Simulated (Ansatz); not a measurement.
The lowest singlet and triplet of H4Si2 (SMILES [SiH][SiH3]); geometries from B3LYP-D3(BJ)/def2-TZVP, each state relaxed from the structure named, with no frequency check.
Singlet at the triplet's geometry (charge 0, multiplicity 1):
```xyz
6

Si     1.182    -0.415    -0.136
Si    -1.024     0.292     0.087
H      2.323     0.438     0.303
H     -1.372     0.539     1.509
H     -1.883    -0.791    -0.443
H     -1.274     1.536    -0.684
```

A positive gap puts the triplet lower; no zero-point energy. R- takes a restricted singlet. The triplet is unrestricted in single-reference levels. Active spaces average the two states.

Frozen-core correlation.

Programs: Ansatz (Gaussian basis) for Hartree–Fock, density functionals and correlated methods. Each number belongs to the level named beside it.

R-PBE/def2-TZVPP gives 3.5 kJ/mol for the gap E(singlet) − E(triplet), vertical, at the triplet's geometry.

How do the other levels lie against it? Give each less PBE: R-r2SCAN/def2-TZVPP, R-B3LYP/def2-TZVPP, R-wB97M-V/def2-TZVPP, R-B2PLYP/def2-TZVPP, R-MP2/cc-pV(T+d)Z, R-CCSD(T)/cc-pV(T+d)Z, SC-NEVPT2 on SA-CASSCF(2,2)/cc-pV(T+d)Z, FIC-MRCISD+Q on SA-CASSCF(2,2)/cc-pV(T+d)Z.

R-r2SCAN/def2-TZVPP 22.1; R-B3LYP/def2-TZVPP -14.7; R-wB97M-V/def2-TZVPP -27.3; R-B2PLYP/def2-TZVPP -12.2; R-MP2/cc-pV(T+d)Z 0.7; R-CCSD(T)/cc-pV(T+d)Z -14.8; SC-NEVPT2 on SA-CASSCF(2,2)/cc-pV(T+d)Z -19.9; FIC-MRCISD+Q on SA-CASSCF(2,2)/cc-pV(T+d)Z -15.0 kJ/mol. 2 of 8 lie above PBE; the widest gap is to R-wB97M-V/def2-TZVPP.

Doubts at one or more of the structures used: a restricted determinant that unrestricted orbitals would lower (R-PBE/def2-TZVPP, R-r2SCAN/def2-TZVPP, R-B3LYP/def2-TZVPP, R-B2PLYP/def2-TZVPP, R-MP2/cc-pV(T+d)Z, R-CCSD(T)/cc-pV(T+d)Z).

Ansatz is a first-principles code.
